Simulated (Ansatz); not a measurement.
`[SiH3]C1=CO1`. Charge 0, multiplicity 1. Geometry: relaxed with PBE0-D4/def2-TZVP.

```xyz
8

Si    0.039    0.580   -1.167
C     0.166   -0.217    0.457
C     0.138   -0.793    1.614
O    -1.169   -0.772    1.448
H    -0.621   -0.322   -2.142
H    -0.724    1.848   -1.069
H     1.441    0.849   -1.577
H     0.730   -1.174    2.437
```

**Question.** What is the dipole moment at ωB97M-V/def2-TZVPP? (Estimate.)

**Answer.** Computed: 2.08 D, with components (2.08, 0.10, 0.00) D in this frame, pointing from negative to positive charge.

**Question.** And with PBE, r2SCAN, B3LYP? (Estimate.)

**Answer.** Ansatz gave: PBE 1.80 D, r2SCAN 1.91 D, B3LYP 2.04 D.

**Question.** Give the Mulliken charges with ωB97M-V, B3LYP, r2SCAN in def2-TZVPP. (Estimate.)

**Answer.** Computed: 
```tsv
atom	ωB97M-V	B3LYP	r2SCAN
Si1	0.23	0.33	0.39
C2	-0.13	-0.14	-0.19
C3	0.12	0.13	0.17
O4	-0.35	-0.35	-0.34
H5	-0.01	-0.05	-0.06
H6	-0.01	-0.05	-0.06
H7	-0.02	-0.05	-0.06
H8	0.17	0.18	0.14
```

B3LYP here is the variant with VWN-RPA as its local correlation; programs differ in this.
